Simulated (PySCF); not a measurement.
Mg(Cl)(Et) (C₂H₅ClMg), SMILES C[CH2][Mg][Cl]. Atoms are numbered in the order given.

```xyz
9

Mg     0.2411    -0.1645     0.0000
Cl    -0.1567    -2.3510     0.0000
C      0.6236     1.9087     0.0000
C     -0.6099     2.8299     0.0000
H      1.2583     2.1368    -0.8782
H      1.2583     2.1368     0.8782
H     -1.2475     2.6680     0.8861
H     -1.2475     2.6680    -0.8861
H     -0.3317     3.8998     0.0000
```
Charge 0, spin multiplicity 1.

Geometry: TPSSh-D3(BJ)/def2-SVP. Other conformers were not sampled.

Computed with PySCF with PBE0/pcJ-1.

Isotropic couplings with Fermi-contact, spin-dipole and both spin-orbit terms, one fixed conformer, no vibrational averaging. Isotopes: 13C, 1H.

Task: Estimate the spin–spin coupling constants. (The exact figures need the calculation; the answer reports its results.)

Result: 
```csv
pair,bonds apart,J (Hz)
C3–C4,1,33.0
C3–H5,1,121.3
C3–H6,1,121.3
C4–H7,1,123.9
C4–H8,1,123.9
C4–H9,1,126.8
C3–H7,2,-2.7
C3–H8,2,-2.7
C3–H9,2,-6.9
C4–H5,2,-5.0
C4–H6,2,-5.0
H5–H6,2,-14.8
H7–H8,2,-14.5
H7–H9,2,-14.1
H8–H9,2,-14.1
H5–H7,3,17.7
H5–H8,3,3.5
H5–H9,3,5.3
H6–H7,3,3.5
H6–H8,3,17.7
H6–H9,3,5.3
```
